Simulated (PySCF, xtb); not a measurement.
Si(Cl)2(OH)2 (Cl2H2O2Si), SMILES O[Si](O)(Cl)Cl.

GFN2-xTB run with xtb 6.7.1 at its own geometry gives an orbital gap of 7.87 eV and a dipole moment of 3.06 D.

The structure is a stationary point at PBE0-D3(BJ)/def2-SVP. One conformer was computed; it need not be the lowest.

**Question.** What does r2SCAN/def2-TZVP in PySCF give? (An estimate is asked for; the answer gives what the named calculation found.)

**Answer.** gap 7.88 eV (levels -8.11 and -0.23 eV), dipole 1.99 D.
